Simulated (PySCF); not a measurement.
C3H6FNSi, SMILES F[C@@H]1CN=C1[SiH3].

The structure is a stationary point at PBE-D3(BJ)/def2-SVP. The structure was generated by enumeration; whether it is a known compound was not checked.

Vertical ionisation energy (IE) and electron affinity (EA) in eV. Rows of orbital energies are one-electron estimates. Where ΔSCF, EOM or ADC give a negative EA the extra electron is unbound and the value depends on the basis.

```
level                                         IE     EA
-----------------------------------------  -----  -----
−ε(HOMO), −ε(LUMO), HF/def2-TZVP (PySCF)   11.29  -2.63
−ε(HOMO), −ε(LUMO), PBE/def2-TZVP (PySCF)    ___    ___
```

Some entries are withheld; supply them. (The exact figures need the calculation; the answer reports its results.)


- −ε(HOMO), −ε(LUMO), PBE/def2-TZVP (PySCF), IE: 6.26
- −ε(HOMO), −ε(LUMO), PBE/def2-TZVP (PySCF), EA: 2.43
